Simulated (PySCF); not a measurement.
SMILES SC[SiH2]S (CH₆S₂Si), B3LYP/def2-SVP optimised geometry.

```
10

S      1.95    -0.91     0.00
C      0.11    -0.91     0.00
Si    -0.63     0.84     0.00
S     -0.04     1.91    -1.78
H      2.12    -0.25     1.17
H     -0.17    -1.43    -0.93
H     -0.27    -1.52     0.84
H     -0.17     1.52     1.25
H     -2.12     0.80    -0.02
H      1.26     1.54    -1.65
```

Density from B3LYP/def2-TZVP in PySCF 2.14.0 at that geometry.

Minimum of the electron density along straight lines between bonded atoms, close to the bond critical point (lines longer than 1.1 times the sum of covalent radii, or with two minima, are not listed):

| bond | length / Å | ρ at the minimum / e bohr⁻³ | ∇²ρ there / e bohr⁻⁵ | position (fraction from the first atom) |
|---|---|---|---|---|
| S1–C2 | 1.842 | 0.170 | -0.25 | 0.53 |
| C2–Si3 | 1.898 | 0.119 | 0.14 | 0.61 |
| Si3–S4 | 2.156 | ___ | ___ | 0.36 |
| S1–H5 | 1.355 | 0.213 | -0.61 | 0.64 |
| C2–H6 | 1.101 | 0.272 | -0.91 | 0.65 |
| C2–H7 | 1.103 | 0.272 | -0.91 | 0.64 |
| Si3–H8 | 1.494 | 0.121 | ___ | 0.49 |
| Si3–H9 | 1.491 | 0.122 | 0.14 | 0.49 |
| S4–H10 | 1.357 | 0.208 | -0.58 | 0.65 |

### Question
Complete the blanks.

### Answer

- Si3–S4, ρ at the minimum / e bohr⁻³: 0.098
- Si3–S4, ∇²ρ there / e bohr⁻⁵: 0.07
- Si3–H8, ∇²ρ there / e bohr⁻⁵: 0.13
